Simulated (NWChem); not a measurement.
CH$_{4}$BCl; SMILES B(C)Cl

```xyz
7

B     -0.6003     0.4601     0.0000
H     -1.8068     0.5048     0.0003
Cl     0.1020    -1.1485     0.0000
C      0.2804     1.7404     0.0000
H      0.0111     2.3602     0.8740
H      0.0180     2.3566    -0.8786
H      1.3635     1.5595     0.0047
```
Atoms are numbered in this order, from 1.

Program: NWChem. Structure relaxed at the PBE0/def2-SVP level. Vertical excitations in the gas phase; the lowest state need not have the same character in each row.

For level B3LYP/aug-cc-pVDZ, full TDDFT:

| Property | Result |
|---|---|
| lowest excitation, singlet (eV) | 5.34 |
| lowest state with f > 0.02, singlet (eV) | 7.34 |
| oscillator strength of that bright state | 0.166 |
| orbital gap (eV) | 6.76 |

Question: What are these values for level Hartree-Fock/aug-cc-pVDZ, TDHF?

Answer: The lowest excitation, singlet (eV) is 6.64 and the lowest state with f > 0.02, singlet (eV) comes out as 8.80. The oscillator strength of that bright state comes out as 0.041 and the orbital gap (eV) comes out as 12.70.
